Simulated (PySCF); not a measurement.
## Two-component Hartree-Fock for Pt³⁺ (platinum, charge +3)

Start: [Xe] 4f14 5d7; 5d3/2 filled at m_j = +1/2, +3/2; 5d5/2 filled at m_j = -3/2, -1/2, +1/2, +3/2, +5/2. Calculated with PySCF 2.14 in x2c-TZVPall-2c with one added diffuse shell each of s, p, d type (12s12p11d2f, 117 functions): generalised Hartree-Fock with the X2C-1e Hamiltonian and a Gaussian nucleus; spin-orbit coupling (SO) screened by Boettger's factors. This is a chosen level, not necessarily the ground level.

```csv
spinor shell,electrons,"ε, screened SO (eV)",weight of nominal j (screened SO),"rms radius, screened SO (bohr)"
1s1/2,2,-78838.3,1.000,0.0194
2s1/2,2,-14025.4,1.000,0.0782
2p1/2,2,-13421.0,1.000,0.0663
2p3/2,4,-11686.4,1.000,0.0741
3s1/2,2,-3388.1,1.000,0.200
3p1/2,2,-3117.7,1.000,0.191
3p3/2,4,-2730.5,1.000,0.207
3d3/2,4,-2285.4,1.000,0.182
3d5/2,6,-2202.2,1.000,0.186
4s1/2,2,-791.46,1.000,0.441
4p1/2,2,-675.68,1.000,0.447
4p3/2,4,-582.12,1.000,0.480
4d3/2,4,-392.20,1.000,0.496
4d5/2,6,-373.91,1.000,0.508
5s1/2,2,-154.91,1.000,1.02
4f5/2,6,-128.59,0.996,0.563
4f7/2,8,-124.95,0.997,0.564
5p1/2,2,-116.84,0.988,1.11
5d3/2,2,-46.637,0.637,1.57
5d5/2,5,-45.507,0.492,1.59
```

(1) Where does 5p3/2 lie, and what is the 5p spin-orbit splitting (screened SO)?

| quantity | screened SO |
| --- | --- |
| E (hartree) | -18424.69234 |
| M_J | 9/2 |
| ⟨J²⟩ | 24.760 |
| ⟨L²⟩ | 13.320 |
| ⟨S²⟩ | 3.492 |

Each row is a mean over spinors that exchange with the open shell spreads, by up to 8.009 eV (5p3/2).

Rows whose weight is well below 1 are mixtures of j = l ± 1/2: exchange outweighs spin-orbit coupling there, and the label is only the starting occupation.

Breit and QED terms are absent; they matter most for the inner s and p1/2 levels.

Densities and radii are taken from the X2C orbitals without a picture-change correction, which distorts them close to the nucleus.

Results:

(1) At -98.649 eV, 18.195 eV above 5p1/2.
